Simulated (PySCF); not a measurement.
# Static response to an electric field

C3H3F2O2 (charge +1).
Geometry (PBE0-D3(BJ)/def2-SVP, Å), atoms numbered from 1 in this order:
```
atom  x, y, z in Å
O1     2.1479   -0.6104    1.4331
C2     1.5386   -0.1783    0.6070
C3     0.7827    0.3865   -0.5409
O4    -0.2841   -0.4186   -0.8627
C5    -1.3638   -0.3136    0.0099
F6    -0.9024   -0.6010    1.2453
F7    -1.8110    0.9289    0.0309
H8     1.5040    0.4129   -1.3803
H9     0.5284    1.4289   -0.2552
H10   -2.1300   -1.0317   -0.3126
```

Level: PBE0/def2-SVPD (PySCF), static field, nuclei fixed, core orbitals frozen in the response. The polarisability tensor in these axes (au):

```
x   46.28 -0.67  5.02
y   -0.67 34.01 -3.43
z    5.02 -3.43 38.69
```

Give the principal values, the mean and the anisotropy Δα = √{½[(α1 − α2)² + (α2 − α3)² + (α1 − α3)²]}.

Principal values 31.93, 37.96 and 49.09 au; mean 39.66 au = 5.88 Å³ = 6.54 × 10⁻⁴⁰ C²·m²/J; Δα = 15.07 au (38 % of the mean).

Along which axes do the principal values lie, and how far do the nuclei extend along each?

Largest value along (0.87, -0.15, 0.47), where the nuclei span 4.48 Å; middle along (-0.47, -0.53, 0.70), 3.52 Å; least along (-0.15, 0.83, 0.53), 1.82 Å. The response follows the extents in order.

Sum over states: ᾱ = Σ f/ω², ω in Eh. What share falls to these 6 lowest TDDFT singlets (eV, f)? 5.53, 0.0038; 6.08, 0.0018; 6.41, 0.0018; 6.72, 0.0343; 7.04, 0.0182; 7.11, 0.0214.

They add up to 1.31 au, 3.3 % of the 39.66 au; the largest single term is 0.56 au, from the state at 6.72 eV. Terms in order: 0.09, 0.04, 0.03, 0.56, 0.27, 0.31 au. Higher excitations give the rest. The strengths listed sum to 0.081.

What depolarisation ratio follows for Rayleigh scattering of linearly polarised light, taking the static tensor?

ρ = 3Δα²/(45ᾱ² + 4Δα²) = 681.5/(70780 + 908.7) = 0.00951.

Give the eigenvalues of the traceless quadrupole moment Θ = ½Σq(3rr − r²1), origin at the centre of nuclear charge.

-9.12, -5.30, 14.42 D·Å. The values depend on the origin, since the species is charged. The electronic extent ⟨r²⟩ about the same centre is 667 bohr², a root-mean-square distance of 1.86 Å for the 54 electrons.

The structure is a single PBE0-D3(BJ)/def2-SVP conformer in the gas phase; no vibrational or solvent corrections.
